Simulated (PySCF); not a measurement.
## How methods differ on the electron affinity of Se

Se- [Ar] 3d10 4s2 4p5 (2P) → Se [Ar] 3d10 4s2 4p4 (3P), as a difference of total energies. All numbers are calculated (PySCF 2.14, scalar relativity through the core potential, in aug-cc-pwCVDZ-PP with ECP10MDF (6s5p4d1f, 48 functions)). Correlated levels: valence and next inner shell: nothing frozen outside the core potential. The calculations carry no spin-orbit coupling.

| method | electron affinity (eV) |
| --- | --- |
| UHF | 0.946 |
| MP2 (valence and next inner shell) | 1.734 |
| SCS-MP2 (valence and next inner shell) | 1.705 |
| CCSD (valence and next inner shell) | 1.675 |
| CCSD(T) (valence and next inner shell) | 1.733 |

**Question.** How much does correlation contribute at CCSD(T) (valence and next inner shell)?

**Answer.** 1.733 − (0.946) = 0.787 eV, measured against UHF.

The reference lies between the lowest fine-structure levels, while these numbers refer to the centres of the terms.

Errors of the correlated levels include the incompleteness of this basis.

For comparison: 2.021 eV (measured; photodetachment measurements, as compiled on the Wikipedia data page of electron affinities).
